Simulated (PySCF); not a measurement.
Computed properties of C2, SMILES [C]=[C]

C2, SMILES [C]=[C] (connectivity only; charge and spin as stated), neutral, multiplicity 1. The structure is a stationary point at PBE0-D3(BJ)/def2-TZVPD. One conformer was computed; it need not be the lowest. All values are computed for the isolated molecule unless a solvent is named; none is compared with measurement here.

**Structure.** The optimised structure has D∞h symmetry. All 1 harmonic modes at PBE0-D3(BJ)/def2-TZVPD (PySCF) are real, so it is a minimum.

**Vibrations.** No mode carries more than 0.5 km/mol of infrared intensity. The softest mode is at 1901 cm⁻¹ and the zero-point energy is 2.7 kcal/mol.

**Electronic structure.** B3LYP/def2-TZVPD (PySCF) places the frontier levels at -9.07 and -7.29 eV, a gap of 1.78 eV, and gives a dipole moment of 0.00 D and a mean polarisability of 48.3 bohr³.

**Excitations.** TDA-ωB97X/def2-TZVPD (PySCF) has S1 at 3.90 eV (318 nm, f = 0.096, bright); the most intense of the 10 singlets computed lies at 10.45 eV (f = 0.28). Strengths of degenerate partners are summed. No vertical singlet excitation falls in the visible range (under 3.1 eV).

**NMR.** GIAO shifts at KT2/pcSseg-2 (PySCF) (non-relativistic, atoms alike by connectivity averaged): ¹³C at -52.6 ppm against TMS.

**Solvation.** SMD-M06-2X/def2-SVP (PySCF) gives 4.4 kcal/mol in water, 1.8 kcal/mol in chlorobenzene, 1.6 kcal/mol in n-hexane (1 M in both phases, gas-phase geometry); of these solvents n-hexane holds the molecule best.
